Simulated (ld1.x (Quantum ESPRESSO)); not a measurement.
## Plane-wave convergence, PAW potential for Pm (Z = 61)

Pm (Z = 61), PAW, made with ld1.x (Quantum ESPRESSO) 7.5 (PBE, scalar-relativistic). Core [Kr] 4d10, reference 4f5 5s2 5p6 5d0 6s1.75 6p0.25. Waves: 5s (bound): rcut 1.85, rcutus 2.05 bohr; 6s (bound): rcut 1.85, rcutus 2.05 bohr; 5p (bound): rcut 2.20, rcutus 2.75 bohr; 6p (bound): rcut 2.20, rcutus 2.75 bohr; 5d (bound, empty): rcut 2.50, rcutus 3.45 bohr; 5d channel at 4.15 Ry: rcut 2.50, rcutus 3.45 bohr; 4f (bound): rcut 1.25, rcutus 1.45 bohr; 4f channel at 0.75 Ry: rcut 1.25, rcutus 1.45 bohr. Local part: all-electron potential smoothed inside 2.80 bohr (lloc = -2). Core correction: Bessel-smoothed model core, default radius (core density twice the valence density). Augmentation charge: PSQ, inside the norm-conserving radii.

The pseudo-atom Hamiltonian at the reference potential is diagonalised in spherical Bessel functions j_l(qr) that vanish at 20 bohr, with q² up to the cutoff. All-electron valence levels (Ry): 5s -3.1018, 6s -0.2739, 5p -1.6904, 6p -0.1010, 5d -0.1506, 4f -0.1816.

Question: How do the lowest levels (Ry) of each channel move with the cutoff, and are there ghosts?

Answer:

```csv
cutoff (Ry),s #1,s #2,p #1,p #2,d #1,d #2,f #1,f #2,Σ f·Δε (mRy)
8,-3.0797,-0.2686,-1.6845,-0.0873,-0.1503,0.0344,0.0796,0.1892,1398.6
15,-3.1016,-0.2734,-1.6902,-0.0999,-0.1506,0.0344,0.0796,0.1888,1308.9
25,-3.1018,-0.2739,-1.6904,-0.1008,-0.1506,0.0344,0.0795,0.1878,1305.9
40,-3.1018,-0.2739,-1.6904,-0.1009,-0.1506,0.0344,0.0046,0.0806,931.0
50,-3.1018,-0.2739,-1.6904,-0.1009,-0.1506,0.0344,-0.1471,0.0799,172.7
70,-3.1018,-0.2739,-1.6904,-0.1009,-0.1506,0.0344,-0.1802,0.0799,6.9
100,-3.1018,-0.2739,-1.6904,-0.1009,-0.1506,0.0344,-0.1814,0.0799,1.3
140,-3.1018,-0.2739,-1.6904,-0.1009,-0.1506,0.0344,-0.1815,0.0799,0.5
400,-3.1018,-0.2739,-1.6904,-0.1009,-0.1506,0.0344,-0.1816,0.0799,0.0
```

Result: no extra level below or beside the all-electron valence levels (s, p, d, f tested); 10 mRy is reached at 70 Ry and 1 mRy at 110 Ry.

Test run stopped at test 7 of 7 (negative rho).
